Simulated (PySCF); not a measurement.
A PySCF script (with the pyscf-properties extension) for the NMR shieldings of `C=Cc1c[p-]c([SiH3])c1`, [C6H8PSi]-, on a GFN2-xTB geometry:

```python
import basis_set_exchange as bse
import numpy as np
from pyscf import gto, dft
from pyscf.prop import nmr

atoms = """
C    -2.692578    1.064357   -0.801204
C    -2.302135    0.022661   -0.059031
C    -0.957795   -0.391386    0.219495
C    -0.665608   -1.510516    1.010028
P     1.023378   -1.806856    1.209585
C     1.385545   -0.384424    0.201842
Si    3.093320    0.194964   -0.208466
C     0.222581    0.228155   -0.227063
H    -3.736797    1.297735   -0.950668
H    -1.987015    1.719623   -1.284358
H    -3.073044   -0.595513    0.397802
H    -1.422901   -2.139518    1.461139
H     3.890620   -0.741272   -1.029985
H     3.038336    1.451012   -0.985923
H     3.943066    0.488296    0.964116
H     0.233428    1.111625   -0.851577
"""
names = dict.fromkeys(["C", "P", "Si", "H"], "pcSseg-1")
basis = {el: gto.basis.parse(bse.get_basis(n, elements=[el], fmt="nwchem")) for el, n in names.items()}
mol = gto.M(atom=atoms, basis=basis, charge=-1, verbose=0)
mf = dft.RKS(mol, xc="PBE0")
mf.grids.level = 2
mf.grids.alignment = dft.numint.BLKSIZE   # the property module wants whole blocks of grid points
mf.conv_tol = 1e-9
mf.kernel()

calc = nmr.RKS(mf)   # GIAO
C = mf.mo_coeff
Co = C[:, mf.mo_occ > 0]
resp = mf.gen_response(singlet=True, hermi=2)
def vind(x):   # induced exchange potential for any number of trial vectors
    d = np.einsum("pi,xij,qj->xpq", C, 2 * x.reshape(-1, C.shape[1], Co.shape[1]), Co, optimize=True)
    return np.einsum("xpq,pi,qj->xij", resp(d - d.transpose(0, 2, 1)), C, Co, optimize=True).ravel()
mo1, _ = nmr.rhf.solve_mo1(calc, with_cphf=vind)
sigma = calc.kernel(mo1)
for i, s in enumerate(sigma):   # ppm
    print("%2d %-2s %9.2f" % (i, mol.atom_pure_symbol(i), np.trace(s) / 3))
```

Question: What does it print?

Answer: 
```
 0 C      94.29
 1 C      41.58
 2 C      51.52
 3 C      32.47
 4 P     187.36
 5 C      62.34
 6 Si    432.23
 7 C      57.67
 8 H      27.73
 9 H      26.75
10 H      24.99
11 H      24.28
12 H      27.06
13 H      27.28
14 H      27.10
15 H      24.13
```

These numbers come from an equivalent density-fitted implementation of the same equations, which agrees with the script to about 0.01 ppm for H and up to a few tenths of a ppm for heavy atoms, so last digits may differ.

Question: Turn these shieldings into chemical shifts. Referencing at the same level of theory: TMS for ¹³C (σref 186.93), ²⁹Si (σref 349.16), ¹H (σref 31.72); ³¹P (σref 318.38) vs H3PO4.

Answer: Averaging equivalent atoms: C 3: 154.5; C 1: 145.3; C 2: 135.4; C 7: 129.3; C 5: 124.6; C 0: 92.6; P 4: 131.0; Si 6: -83.1; H 15: 7.58; H 11: 7.43; H 10: 6.73; H 9: 4.96; H 12/13/14: 4.57; H 8: 3.98 ppm. Experimental scales use liquid or dissolved standards, which lie at an offset from isolated H3PO4.

Size and cost of the density-fitted run: 190 basis functions, 41 s wall time on 1 thread of an Arm Neoverse V1, shared host; peak memory 0.84 GiB.
